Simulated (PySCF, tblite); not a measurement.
Compound: C₂H₁₆BNSi₄.
Cartesian coordinates in Å at the GFN2-xTB level; atoms count from 1:
```
atom  x, y, z in Å
C1     3.2502    0.2670    0.8911
C2     2.4756    1.2209   -0.0088
Si3    1.7614    0.3551   -1.5517
Si4    0.4416   -1.4276   -0.8981
Si5   -1.1617   -0.8870    0.7394
N6    -2.3825   -2.1012    0.5178
B7    -1.8744    0.8873    0.4186
Si8   -3.5208    1.2701   -0.5724
H9     3.6566    0.7865    1.7581
H10    2.6068   -0.5357    1.2485
H11    4.0798   -0.1810    0.3476
H12    3.1324    2.0397   -0.3071
H13    1.6650    1.6733    0.5661
H14    2.9004    0.0286   -2.4232
H15    0.9900    1.3747   -2.2843
H16   -0.2124   -2.0108   -2.0815
H17    1.2790   -2.5494   -0.4264
H18   -0.4758   -1.0788    2.0529
H19   -3.2711   -2.0081    0.9824
H20   -2.1183   -3.0723    0.4965
H21   -1.1977    1.7966    0.7361
H22   -4.1692    2.5566   -0.2524
H23   -3.2594    1.3293   -2.0235
H24   -4.6072    0.2861   -0.4164
```

Jobs on this species (24 atoms, 96 electrons) with PySCF (density fitting) and tblite. Hardware of each: one thread, Intel Xeon at 2.50 GHz (x86_64), on a shared host. Times come from a shared host and carry two figures at best.

| level and settings | work | basis functions | SCF cycles | wall time |
| --- | --- | --- | --- | --- |
| GFN2-xTB | Hessian by finite differences | – | – | ? |
| GFN2-xTB | L-BFGS relaxation | – | – | 7.2 s |
| PBE0/pcSseg-1 | shieldings, charges and field gradients, density and orbital grids written | 244 | 12 | 3.8 min |

Problem. Fill in the missing figures.

Solution. 
- GFN2-xTB; Hessian by finite differences: 6.7 s

Problem. What do all jobs in the table cost together?

Solution. About 4.0 min; the longest takes about 94 % of that, and about 34 times as long as the shortest.
